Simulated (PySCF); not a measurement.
This PySCF input asks for the NMR shieldings of `C=C/C=C(/Cl)OBC`, C$_{5}$H$_{8}$BClO; the geometry comes from GFN2-xTB.

```python
import basis_set_exchange as bse
import numpy as np
from pyscf import gto, dft
from pyscf.prop import nmr

atoms = """
C    -3.267511   -0.124801    0.751179
C    -1.976011   -0.069422    0.437609
C    -1.491028    0.381385   -0.843976
C    -0.188170    0.436238   -1.158885
Cl    0.280180    0.998561   -2.741507
O     0.776530    0.079500   -0.316707
B     2.117090    0.061926   -0.432353
C     2.901714   -0.447054    0.843870
H    -4.031638    0.169534    0.051124
H    -3.603350   -0.465101    1.714887
H    -1.222023   -0.368644    1.151874
H    -2.218179    0.687472   -1.579352
H     2.663922    0.403766   -1.418104
H     2.676844    0.173458    1.709133
H     2.595626   -1.456785    1.110194
H     3.978406   -0.451090    0.709603
"""
names = dict.fromkeys(["C", "Cl", "O", "B", "H"], "pcSseg-1")
basis = {el: gto.basis.parse(bse.get_basis(n, elements=[el], fmt="nwchem")) for el, n in names.items()}
mol = gto.M(atom=atoms, basis=basis, charge=0, verbose=0)
mf = dft.RKS(mol, xc="PBE0")
mf.grids.level = 2
mf.grids.alignment = dft.numint.BLKSIZE   # the property module wants whole blocks of grid points
mf.conv_tol = 1e-9
mf.kernel()

calc = nmr.RKS(mf)   # GIAO
C = mf.mo_coeff
Co = C[:, mf.mo_occ > 0]
resp = mf.gen_response(singlet=True, hermi=2)
def vind(x):   # induced exchange potential for any number of trial vectors
    d = np.einsum("pi,xij,qj->xpq", C, 2 * x.reshape(-1, C.shape[1], Co.shape[1]), Co, optimize=True)
    return np.einsum("xpq,pi,qj->xij", resp(d - d.transpose(0, 2, 1)), C, Co, optimize=True).ravel()
mo1, _ = nmr.rhf.solve_mo1(calc, with_cphf=vind)
sigma = calc.kernel(mo1)
for i, s in enumerate(sigma):   # ppm
    print("%2d %-2s %9.2f" % (i, mol.atom_pure_symbol(i), np.trace(s) / 3))
```

**Question.** Give the expected output.

**Answer.** 
```
 0 C      64.76
 1 C      48.97
 2 C      65.38
 3 C      35.07
 4 Cl    694.32
 5 O      76.22
 6 B      51.94
 7 C     181.10
 8 H      26.27
 9 H      26.33
10 H      24.58
11 H      25.87
12 H      25.70
13 H      31.25
14 H      31.24
15 H      30.84
```

These numbers come from an equivalent density-fitted implementation of the same equations, which agrees with the script to about 0.01 ppm for H and up to a few tenths of a ppm for heavy atoms, so last digits may differ.

Size and cost of the density-fitted run: 183 basis functions, 26 s wall time on 1 thread of an Arm Neoverse V2, shared host; peak memory 0.82 GiB.
